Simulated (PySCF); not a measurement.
Sn(F)(SH)3 (FH₃S₃Sn), SMILES [F][Sn]([SH])([SH])[SH].

Coordinates come from a B3LYP-D3(BJ)/def2-SVP optimisation. The structure was generated by enumeration; whether it is a known compound was not checked. The def2 effective core potentials stand for the cores of Sn; spin–orbit coupling is left out. One conformer was computed; it need not be the lowest.

Level of theory: PySCF with C-PCM-M06-2X/def2-SVP.

The values are the electrostatic part of the solvation free energy, E(continuum) − E(gas) at the gas-phase geometry, in a cavity of scaled van der Waals radii (PySCF's table); cavitation and dispersion terms are not included. A continuum can't describe solvent molecules that bind to the metal. In vacuum the orbital gap is 7.75 eV. The dipole moment in vacuum is 1.43 D.

```tsv
solvent	ε	ΔG(elec) (kcal/mol)	dipole (D)	gap (eV)
water	78.36	-8.3	1.90	7.73
2-propanol	19.26	-7.9	1.88	7.74
methanol	32.61	-8.1	1.89	7.74
```
